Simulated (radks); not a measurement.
Ionisation of neutral iodine, [Kr] 4d10 5s2 5p5, to [Kr] 4d10 5s2 5p4 as the strength of local exchange is varied. Calculated with a radial shooting solver on a logarithmic mesh with Libxc functionals: scalar-relativistic Kohn-Sham, Slater X-alpha exchange (alpha = 2/3 is LDA exchange), no correlation, spin-polarised, spherical densities, point nucleus; open shells are filled with parallel spins first (spin-orbit coupling, left out, can overturn this in heavy ions).

alpha = 0.667: E(I) (hartree) -7105.61422; exchange (hartree) -170.11790; IE (eV) 9.441; -e of the level emptied (eV) 5.712 (5p); <r> of it (bohr) 2.517
alpha = 0.93: E(I) (hartree) -7173.17018; exchange (hartree) -239.34966; IE (eV) 11.954; -e of the level emptied (eV) 8.082 (5p); <r> of it (bohr) 2.366
alpha = 0.957: E(I) (hartree) -7180.14016; exchange (hartree) -246.52570; IE (eV) 12.227; -e of the level emptied (eV) 8.344 (5p); <r> of it (bohr) 2.352
alpha = 1.042: E(I) (hartree) -7202.12472; exchange (hartree) -269.20018; IE (eV) 13.106; -e of the level emptied (eV) 9.188 (5p); <r> of it (bohr) 2.309
alpha = 1.047: E(I) (hartree) -7203.41991; exchange (hartree) -270.53791; IE (eV) 13.159; -e of the level emptied (eV) 9.239 (5p); <r> of it (bohr) 2.307

NIST Atomic Spectra Database: 10.451 eV (measured). The Delta-SCF value meets it near alpha = 0.77. Open shells are spherical and high-spin; term and fine-structure splittings are not resolved. Spin-orbit splitting is averaged out at the scalar-relativistic level.
